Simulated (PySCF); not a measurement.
CH5NO2Si, SMILES N[SiH2]C(=O)O, singlet, PBE/def2-SVP optimised geometry.

```
10

N      1.43    -1.20     0.00
Si    -0.30    -1.20     0.00
C     -0.66     0.70     0.00
O      0.20     1.53     0.27
O     -1.94     1.04    -0.29
H      1.84    -0.34     0.36
H      1.98    -2.02     0.25
H     -0.89    -1.86    -1.22
H     -1.01    -1.78     1.21
H     -1.98     2.02    -0.22
```

Density from PBE/def2-TZVP (PySCF) at that geometry.

Minimum of the electron density along straight lines between bonded atoms, close to the bond critical point (lines longer than 1.1 times the sum of covalent radii, or with two minima, are not listed):

```tsv
bond	length / Å	ρ at the minimum / e bohr⁻³	∇²ρ there / e bohr⁻⁵	position (fraction from the first atom)
N1–Si2	1.733	0.131	0.50	0.60
Si2–C3	1.939	0.110	0.14	0.39
C3–O4	1.220	0.413	-0.26	0.34
C3–O5	1.355	0.300	-0.66	0.35
N1–H6	1.026	0.320	-1.49	0.74
N1–H7	1.021	0.324	-1.49	0.73
Si2–H8	1.503	0.119	0.10	0.49
Si2–H9	1.513	0.117	0.10	0.49
O5–H10	0.987	0.337	-2.17	0.80
```
